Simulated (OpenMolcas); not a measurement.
Co3+ among 5 point charges of -1 e arranged as a trigonal bipyramid (D3h), 2.06 Å from the ion, with the axial distance 1.998 Å.

```
Program             : OpenMolcas 26.06
Method              : SS-CASPT2, IPEA 0.25 Eh, imaginary shift 0.1 Eh (closed shells correlated: 3s 3p)
Basis               : ANO-RCC-VDZP [5s4p2d1f]
Scalar Hamiltonian  : DKH2, point nucleus
Active space        : 6 electrons in 5 orbitals (3d)
State averaging     : 2S+1 = 5 even, 5 roots; 2S+1 = 3 even, 45 roots; 2S+1 = 1 even, 50 roots
Spin-orbit coupling : state interaction with AMFI integrals over the reference wave functions
```

Q: What is the spin-free ground state (labels of D3, the rotations of D3h)?

A: 5E, 2-fold in its orbital part, 100 % from free-ion D terms; it has the highest spin that d6 allows.

Q: Where is the first state of the same spin?

A: 5E at 596 cm-1 above the ground state.

Q: What are the lowest two levels with spin-orbit coupling?

A: A 2-fold level E with g = 0.00, 0.00, 12.00, then a 2-fold level 180 cm-1 above it. Their leading multiplicities are 5 (100 %) and 5 (100 %).

Q: What is χT at 300 K, and how does it compare with the textbook value?

A: The lowest level has 2S+1 = 5, for which the spin-only value is χT = S(S+1) / 2 = 3.000 cm3 K/mol (g = 2). The computed 5.382 at 300 K differs by +2.382, through orbital momentum, spin-orbit coupling and any other state in reach.

Roots that are degenerate in the reference are averaged as groups; the widest CASPT2 spread within a group is 35 cm-1 (the 2-fold group of multiplicity 1 near 39500 cm-1 above the lowest state of its run). Shifts and gaps below about the spread of the groups concerned are not significant. An orbital doublet at a regular site is open to a Jahn-Teller distortion, which this geometry leaves out. Point charges give a weaker field than real ligands, and real ions of this kind are often low spin; the high spin found here belongs to the model. The ground term spreads over less than 5000 cm-1, several times less than with real ligands, so orbital moments are less quenched and χT lies further from the spin-only value than at real sites. Free-ion shares, where given, are those of the reference states; single-state CASPT2 does not remix them. Point charges carry no covalency, so the field is a model and not that of real ligands. No measured value stands beside these numbers.

With an even number of electrons the g values are those of a degenerate or nearly degenerate non-Kramers pair.
